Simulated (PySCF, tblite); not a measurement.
`[H]/N=C\C[C@@H](C)CC(C)(C)F`. Computed geometry: GFN2-xTB, gas phase.

```
atom  x, y, z in Å
C1     1.2969   -1.3785    0.2982
C2     0.7272   -0.0437   -0.1793
C3     1.8219    1.0327   -0.1231
C4     2.9758    0.6987   -1.0197
N5     4.1949    0.6416   -0.7364
C6    -0.4892    0.3852    0.6626
C7    -1.8456    0.1580   -0.0166
C8    -2.1213   -1.3004   -0.3621
C9    -2.9720    0.7448    0.8303
F10   -1.8281    0.8714   -1.2210
H11    0.5472   -2.1642    0.2590
H12    1.6478   -1.2915    1.3253
H13    2.1394   -1.6752   -0.3234
H14    0.4159   -0.1404   -1.2241
H15    1.4035    1.9828   -0.4687
H16    2.1704    1.1600    0.9064
H17    2.7134    0.4861   -2.0538
H18    4.4177    0.8452    0.2389
H19   -0.4914   -0.1457    1.6150
H20   -0.4184    1.4531    0.8801
H21   -3.0959   -1.3868   -0.8370
H22   -1.3728   -1.6767   -1.0534
H23   -2.1142   -1.9034    0.5410
H24   -3.9218    0.6387    0.3119
H25   -2.7937    1.8026    1.0091
H26   -3.0285    0.2282    1.7840
```

Give the dihedral angles C6–C2–C3–H15, H19–C6–C7–F10, F10–C7–C9–H24.

C6–C2–C3–H15 -57° (synclinal); H19–C6–C7–F10 179° (antiperiplanar); F10–C7–C9–H24 60° (synclinal). Dihedral signs follow IUPAC: positive where, seen along the central bond, the front bond turns clockwise onto the rear one.

Which two atoms are farthest apart?

H18···H24, 8.34 Å; the next longest distance is 8.18 Å.

Work out the bond lengths C3–H15, C4–H17, C6–H19, C7–C8, C7–F10, C9–H24 in pm.

For C3–H15 the difference vector is (-0.4184, 0.9501, -0.3456) Å, of length 1.0942 Å. C3–H15 109.4; C4–H17 108.8; C6–H19 109.0; C7–C8 152.4; C7–F10 140.0; C9–H24 108.7 pm.

Where is the centre of mass (commonest isotopes), and what is the radius of gyration?

Mass 145.127 u; centre at (0.103, 0.188, -0.203) Å; Rg = √(Σ m r²/M) = 2.584 Å. As Ia + Ib + Ic = 2 Σ m r², the three principal moments sum to 1937.4 u·Å².

What are the angles C3–C4–H17, C7–C6–H19, C2–C6–H20, C6–C7–C9, H21–C8–H22, H24–C9–H25, H24–C9–H26?

From the scalar product of the two bond vectors; for C3–C4–H17 it is -0.6954 Å² over 1.4990 × 1.0878 Å², cos θ = -0.4265. C3–C4–H17 115.2°; C7–C6–H19 108.2°; C2–C6–H20 109.3°; C6–C7–C9 110.5°; H21–C8–H22 108.2°; H24–C9–H25 108.5°; H24–C9–H26 109.1°.

What is the repulsion energy of the bare nuclei, Σ ZA·ZB/RAB?

566.45 Eh over 325 pairs, with full nuclear charges and distances in bohr; the largest single term is 20.41 Eh (C7 with F10).

Its GFN2-xTB frequencies are all real (lowest 38 cm⁻¹). One conformer, not necessarily the lowest. 3 starts were optimised and ended at 0.00, 0.16 and 0.25 kcal/mol (GFN2-xTB); the lowest of these is shown.
